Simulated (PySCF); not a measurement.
# Dipole moment and polarisability of `C=N[Si@@H](C)C(F)(F)F`

C3H6F3NSi.
Geometry (GFN2-xTB, Å), atoms numbered from 1 in this order:
```
atom  x, y, z in Å
C1    -2.3469   -0.9107    0.4290
N2    -1.1984   -0.4258    0.4996
Si3    0.0116    0.1919   -0.5400
C4     0.5201    1.8689    0.1635
C5     1.4515   -1.0630   -0.1544
F6     1.1286   -2.3443   -0.4329
F7     2.5522   -0.7967   -0.8917
F8     1.8566   -1.0518    1.1282
H9    -2.9072   -1.0515   -0.4967
H10   -2.8428   -1.2211    1.3448
H11   -0.1032    0.1629   -2.0021
H12    1.4418    2.2195   -0.2912
H13    0.6802    1.8036    1.2366
H14   -0.2448    2.6175   -0.0149
```

Level: wB97X-D/def2-SVPD (PySCF), static field, nuclei fixed, core orbitals frozen in the response. The polarisability tensor in these axes (au):

```
x   82.50  8.30 -3.71
y    8.30 70.64 -0.63
z   -3.71 -0.63 65.45
```

Problem. What are the eigenvalues, a third of the trace, and Δα (Δα² = ½Σ(αi − αj)² over the three pairs)?

Solution. Principal values 64.27, 66.97 and 87.36 au; mean 72.87 au = 10.80 Å³ = 12.01 × 10⁻⁴⁰ C²·m²/J; Δα = 21.87 au (30 % of the mean).

Problem. What is the dipole moment, and where does it point?

Solution. (-3.43, 1.78, -0.76) D, 3.94 D in size, pointing from the negative to the positive side. Measured along this direction, the outermost atoms are F7 and F8 at the negative end and H9 at the positive end.

Problem. Sum over states: ᾱ = Σ f/ω², ω in Eh. What share falls to these 8 lowest TDDFT singlets (eV, f)? 3.98, 0.0004; 6.72, 0.0327; 7.40, 0.0831; 7.45, 0.1848; 7.80, 0.1415; 7.81, 0.0423; 8.47, 0.0161; 8.49, 0.0630.

Solution. They add up to 7.19 au, 9.9 % of the 72.87 au; the largest single term is 2.47 au, from the state at 7.45 eV. Terms in order: 0.02, 0.54, 1.12, 2.47, 1.72, 0.51, 0.17, 0.65 au. Higher excitations give the rest. The strengths listed sum to 0.564.

Problem. How large is μ²/3kT at 250 K beside α?

Solution. In Gaussian units μ²/3kT = 149.68 Å³ against 10.80 Å³, a ratio of 13.86; the Debye molar polarisation (4π/3)N_A(α + μ²/3kT) is 404.8 cm³/mol, leaving out the vibrational part.

Problem. Find the Langevin capture rate constant for NH4+ (18.034 u) meeting this molecule (141.022 u), k = 2.342 × 10⁻⁹ cm³/s × √(α in Å³ / reduced mass in u).

Solution. The reduced mass is 15.99 u, so k = 1.92 × 10⁻⁹ cm³/s. The formula leaves out the permanent dipole, which adds to the capture rate.

Problem. What molar refraction does this α imply?

Solution. Lorentz–Lorenz: R = (4π/3)N_A α = 2.5225 cm³/(mol·Å³) × 10.80 Å³ = 27.2 cm³/mol, in the limit of long wavelengths.

Problem. Give the principal axes and the span of the nuclei along them.

Solution. Largest value along (0.88, 0.44, -0.16), where the nuclei span 5.57 Å; middle along (-0.33, 0.82, 0.46), 4.73 Å; least along (0.34, -0.35, 0.87), 3.82 Å. The response follows the extents in order.

Isolated species at its GFN2-xTB geometry (one conformer only).

The run behind these numbers computed excited states as well. Hardware: Arm Neoverse N1, one thread, on a shared host. Cost: 97 s wall (with the writing of density and orbital grids), 0.92 GiB resident at most.

Note: wB97X-D ran without an empirical dispersion term, which enters the total energy and its gradient alone.
